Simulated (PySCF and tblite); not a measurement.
Values are calculated unless marked as measured or tabulated.
C₇H₅NO₂, numbered as in [CH:1]#[C:2][c:3]1[cH:4][c:5]([OH:6])[cH:7][cH:8][n+:9]1[O-:10].

The ensemble was built from 60 distance-geometry starts (ETKDG and KDG, MMFF94s, GFN2-xTB) and rests on GFN2-xTB geometries. Free energies are PBE0-D3(BJ)/pcSseg-1 single points with GFN2-xTB rigid-rotor and vibrational terms (modes under about 100 cm⁻¹ blended into free rotors). Symmetry numbers and mirror images are counted. Conformers within 2.5 kcal/mol (GFN2-xTB free energy) were kept, 4 at most. Programs: PySCF with density fitting and tblite.

Rotational constants are equilibrium values for the commonest isotopes; dipoles come from the energy level named.

Torsions listed: C4–C5–O6–H6.

```tsv
conformer	shape	symmetry
1	0°	Cs
2	180°	Cs
```

Problem. Give the rotational constants and dipole components, as needed to look for these species in a jet-cooled rotational spectrum.

Solution. 
| conformer | A (MHz) | B (MHz) | C (MHz) | abs μa (D) | abs μb (D) | abs μc (D) | κ | Ic−Ia−Ib (u Å²) |
| --- | --- | --- | --- | --- | --- | --- | --- | --- |
| 1 | 2502 | 1102 | 765 | 2.93 | 3.17 | 0.00 | -0.61 | 0.0 |
| 2 | 2521 | 1098 | 765 | 4.28 | 0.80 | 0.00 | -0.62 | 0.0 |


Conformer gaps in pcSseg-1 on xTB geometries can be 2 kcal/mol off for S=O, P=O and other polar bonds.